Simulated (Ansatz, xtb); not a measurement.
Isomers of CH7ClGeSi in order of energy

6 gas-phase structures of CH7ClGeSi, found in a search over its isomers (lower ones may exist). Each was relaxed with GFN2-xTB; where two conformers were screened, the lower at r2SCAN-D4/def2-SVP is listed:

A. `Cl[SiH2][CH2][GeH3]`, a singlet
B. `C[SiH2][GeH2][Cl]`, a singlet
C. `[CH3][GeH2][SiH2]Cl`, a singlet
D. `[SiH3][CH2][GeH2][Cl]`, a singlet
E. `C[Si@H](Cl)[GeH3]`, a singlet
F. `[CH3][Ge@H]([SiH3])[Cl]`, a singlet

Estimate their order in r2SCAN-D4/def2-SVP energy at these geometries, lowest first.

Calculated order at r2SCAN-D4/def2-SVP: E (0.0), B (4.9), C (5.1), F (6.0), A (6.4), D (10.6) kcal/mol. Less than 1 kcal/mol parts B and C; C and F; F and A, so the order within those pairs means little.

Energies above the lowest of each column, in kcal/mol; the last columns are at PBE0-D3(BJ)/pcseg-1 geometries and were run for some of them only (a dash: not run or not comparable):

```
structure  GFN2-xTB  HF/STO-3G  r2SCAN-D4/def2-SVP  PBE0-D3(BJ)/pcseg-1  CCSD(T)/def2-SVP + ΔMP2/def2-TZVPP
        E       8.4        0.0                 0.0                  0.0                                 0.0
        B       1.9        2.7                 4.9                  5.3                                 5.8
        C       6.1        4.5                 5.1                  5.4                                 4.0
        F       0.0        3.3                 6.0                  7.0                                   –
        A      14.0        8.6                 6.4                    –                                   –
        D       8.7       11.5                10.6                    –                                   –
```

CCSD(T)/def2-SVP + ΔMP2/def2-TZVPP puts E lowest of those it was run on; GFN2-xTB picks F. CCSD(T)/def2-SVP + ΔMP2/def2-TZVPP orders those it was run on as E (0.0), C (4.0), B (5.8) kcal/mol. Flexible structures stand in one conformer each, not always the lowest. Frequencies (PBE0-D3(BJ)/pcseg-1) were run for B, C, E alone. ΔMP2 is the change of the MP2 energy from the smaller to the larger basis.

Over these structures GFN2-xTB departs from r2SCAN-D4/def2-SVP by 4.6 kcal/mol on average once a common shift is removed. A GFN2-xTB relaxation took about 0.12 s and the r2SCAN-D4/def2-SVP energy about 2.1 s on a shared host (Ansatz 0.2.0, xtb 6.7.1).
